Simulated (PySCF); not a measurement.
Species: C2H6GeO2S.
Atom-mapped SMILES: `[SH:1][GeH:2]1[O:3][CH2:4][CH2:5][O:6]1` (hydrogens: H7 on S1; H8 on Ge2; H9, H10 on C4; H11, H12 on C5)

Level of theory: PBE0-D3(BJ)/def2-SVP geometry optimisation, gas phase in PySCF 2.14.0.

Task: Give the optimised bond lengths and angles.

Result: 
```
          bond  length (Å)
        S1–Ge2       2.202
Ge2–O3, Ge2–O6       1.789
  O3–C4, C5–O6       1.412
         C4–C5       1.532
         S1–H7       1.352
        Ge2–H8       1.531
 C4–H9, C5–H11       1.105
C4–H10, C5–H12       1.105
```

Bonds in one row agree within 0.01 Å and their mean is given. A selection of angles:
```
    angle  degrees
Ge2–S1–H7     92.6
S1–Ge2–O3    117.1
S1–Ge2–O6    109.6
S1–Ge2–H8    109.1
O3–Ge2–O6     92.9
O3–Ge2–H8    110.4
O6–Ge2–H8    117.4
Ge2–O3–C4    108.5
 O3–C4–C5    108.5
 O3–C4–H9    110.3
O3–C4–H10    109.1
 C5–C4–H9    110.1
C5–C4–H10    111.0
H9–C4–H10    107.7
C4–C5–H11    111.1
C4–C5–H12    110.0
Ge2–O6–C5    108.6
```

Torsions: S1–Ge2–O3–C4 -101° (anticlinal); Ge2–O3–C4–C5 -30°; O3–C4–C5–O6 39° (synclinal); C4–C5–O6–Ge2 -29° (synperiplanar); S1–Ge2–O6–C5 131° (anticlinal); H7–S1–Ge2–O3 64° (synclinal). The mirror-image conformer, all signs reversed, is as good.

Ge2 (germanium bonded to 2 O, S and H) has angles from 92.9° to 117.4°. The 5-membered ring Ge2–O3–C4–C5–O6 has internal angles of 92.9° to 108.6° (sum 527°, against 540° for a flat polygon); it is puckered, 0.15 Å rms from its mean plane, widest ring torsion 39°.

Point group: C1 (no symmetry element, even within 0.4 Å). No PBE0-D3(BJ)/def2-SVP frequencies stand behind this structure, so it isn't proved a minimum. The numbers are those of one conformer (H–S1–Ge2–O3 64°, S1–Ge2–O3–C4 -101°, Ge2–O3–C4–C5 -30°, O3–C4–C5–O6 39°, C4–C5–O6–Ge2 -29°).
